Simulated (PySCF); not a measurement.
dimethylboranyl formate (C₃H₇BO₂), SMILES C(OB(C)C)=O. Geometry: B3LYP-D3(BJ)/def2-SVP. Other conformers were not sampled.

Q: Give the equilibrium geometry at B3LYP-D3(BJ)/def2-SVP (PySCF confirms it by a frequency run) as Cartesian coordinates in Å. (Estimate from the structure and the level; the computed values follow.)

A: This is not unique; one that fits is 
```xyz
13

C     -1.7208     1.5395    -0.1746
B     -0.7343     0.3398     0.0476
C     -1.2137    -1.1450     0.2123
O      0.6190     0.6925     0.1208
C      1.6853    -0.1369     0.0980
O      1.6989    -1.2575    -0.3200
H     -2.4784     1.2915    -0.9378
H     -1.2237     2.4826    -0.4452
H     -2.2899     1.7060     0.7597
H     -0.6448    -1.7060     0.9703
H     -2.2897    -1.2143     0.4327
H     -1.0271    -1.6754    -0.7394
H      2.5765     0.3912     0.5006
```
